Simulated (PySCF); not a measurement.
**TDDFT excited states: C4H5Cl2NSi2**

Compound: C4H5Cl2NSi2.
SMILES with atom numbers: `[CH:1]#[C:2][Si@H:3]([C:4]#[N:5])[SiH2:6][CH:7]([Cl:8])[Cl:9]` (hydrogens: H10 on C1; H11 on Si3; H12, H13 on Si6; H14 on C7)

Computed, not measured: PySCF 2.14.0, density-fitted response routines, TDDFT CAM-B3LYP/def2-SVPD, vertical, gas phase, core orbitals frozen in the response. One conformer (not necessarily the lowest) at the GFN2-xTB geometry, without solvent, vibrations or thermal averaging. Torsions of this conformer, `[CH:1]#[C:2][Si@H:3]([C:4]#[N:5])[SiH2:6][CH:7]([Cl:8])[Cl:9]`: C2–Si3–Si6–C7 -126°, Si3–Si6–C7–Cl8 58°.

| state | E (eV) | E (kJ/mol) | λ (nm) | f | \|μ\| (D) | main configurations (H = HOMO, L = LUMO) |
| --- | --- | --- | --- | --- | --- | --- |
| S1 | 5.89 | 569 | 210.3 | 0.0031 | 0.37 | H→L (22%), H-1→L (21%) |
| S2 | 6.18 | 597 | 200.5 | 0.0062 | 0.52 | H-2→L (25%), H-1→L+2 (11%), H→L+2 (11%) |
| S3 | 6.24 | 602 | 198.8 | 0.0017 | 0.26 | H-2→L+2 (46%), H-2→L+7 (11%), H-2→L+1 (10%) |
| S4 | 6.40 | 618 | 193.6 | 0.0078 | 0.57 | H→L (27%), H-1→L (20%), H→L+3 (17%) |
| S5 | 6.76 | 652 | 183.5 | 0.017 | 0.82 | H→L+1 (24%), H-4→L (15%), H→L (15%) |
| S6 | 6.91 | 666 | 179.5 | 0.0045 | 0.41 | H-3→L (13%), H→L+1 (11%), H-3→L+3 (10%) |
| S7 | 6.95 | 670 | 178.5 | 0.0056 | 0.46 | H-1→L (17%), H-3→L (15%), H-3→L+3 (10%) |
| S8 | 7.06 | 681 | 175.5 | 0.0055 | 0.45 | H→L+1 (25%), H-4→L (14%), H-3→L (9%) |

Triplets (Tamm–Dancoff): T1 4.97 eV, H-2→L (16%), H-1→L+2 (10%), H-2→L+4 (8%); T2 5.37 eV, H→L (19%), H-1→L (16%), H-2→L+2 (12%); T3 5.41 eV, H-2→L (16%), H-1→L+2 (12%), H→L+2 (11%).

The lowest singlet lies at 5.89 eV (210 nm, ultraviolet) and is very weak; its leading configuration is HOMO→LUMO (22%). The most intense listed level is S5 at 6.76 eV (184 nm, f = 0.017), 0.86 eV above S1. Löwdin shares by element: HOMO chlorine 34%, carbon 29% or more (atoms not listed hold the other 37%); LUMO silicon 47%, hydrogen 8% or more, carbon 7% or more (atoms not listed hold the other 39%). Orbital energies (eV): HOMO-3 -10.51, HOMO-2 -10.25, HOMO-1 -10.15, HOMO -9.87, LUMO -0.50, LUMO+1 0.04, LUMO+2 0.11. The listed states span 1.17 eV, and the widest gap between neighbours is 0.35 eV (S4 to S5). Weighted by f, the mean energy of these states is 6.63 eV. Only the lowest 8 singlets were computed, as vertical energies without vibronic structure.
